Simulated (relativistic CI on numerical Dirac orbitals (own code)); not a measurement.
**Sensitivity of the levels of Hf29+ to α and to the nuclear radius**

Calculated at this level of theory: Dirac-Coulomb-Breit CI, separate exchange-only KLI orbitals for each configuration, derivatives by finite differences, unscaled Slater integrals, QED left out (own radial code, finite nucleus).

Configurations in the expansion (outside the closed core [Ar] 3d10): 4s2 4p6 4d7, 4s2 4p5 4d8, 4s2 4p6 4d6 4f, 4s2 4p4 4d9, 4s 4p6 4d8, 4p6 4d9, 4s2 4p6 4d6 5s, 4s 4p5 4d9. Levels of other configurations are missing.

With x = (α/α₀)² − 1 an excitation energy changes as ω = ω₀ + qx; K = 2q/ω₀ is the relative enhancement. Terms are leading LS components, so labels can repeat. The field-shift factor is F = δν/δ⟨r²⟩ for the transition from the lowest level.

Lowest level 4s2 4p6 4d7 4F_9/2.

```
               Level  ω₀ (cm⁻¹)  q (cm⁻¹)  F (GHz/fm²)
  4s2 4p6 4d7 2P_3/2      33581    -328.4       -0.634
  4s2 4p6 4d7 2D_5/2      50603      8710        0.191
  4s2 4p6 4d7 4F_7/2     104872    116400         2.92
  4s2 4p6 4d7 2G_9/2     131321    110600         2.91
  4s2 4p6 4d7 4F_3/2     131435    118000         2.93
  4s2 4p6 4d7 4P_5/2     137227    120500         3.12
  4s2 4p6 4d7 4P_1/2     143073    115300         2.37
 4s2 4p6 4d7 2H_11/2     158253    112700         3.26
  4s2 4p6 4d7 2G_7/2     170331    121400          3.1
  4s2 4p6 4d7 2F_5/2     187829    109100         2.91
  4s2 4p6 4d7 2D_3/2     231047    149800          4.2
  4s2 4p6 4d7 4F_5/2     235471    226300         5.56
  4s2 4p6 4d7 2P_3/2     247407    201500         4.78
  4s2 4p6 4d7 2P_1/2     260125    232800         5.17
  4s2 4p6 4d7 2H_9/2     265846    229600         6.07
  4s2 4p6 4d7 2F_7/2     276264    222100          5.6
  4s2 4p6 4d7 2D_5/2     343973    227800         6.07
  4s2 4p6 4d7 2D_3/2     381883    342100          8.2
4s2 4p5 4d8 4G°_11/2    1346332    157900         12.8
 4s2 4p5 4d8 2D°_5/2    1360695    151200         11.8
 4s2 4p5 4d8 4F°_9/2    1363019    141800         13.2
 4s2 4p5 4d8 2F°_7/2    1377481    157300         11.3
 4s2 4p5 4d8 2P°_1/2    1378893    140800         13.3
```

At this charge energies of transitions that change n are usually good to better than 1 %, and those within a shell (Δn = 0) to a few per cent. Terms inside the open d or f shell come out 10 to 20 % too wide with unscaled integrals.

**Question.** Which transition from the lowest level has the largest |K|?

**Answer.** 4s2 4p6 4d7 4F_7/2 at 104872 cm⁻¹, K = 2.22.
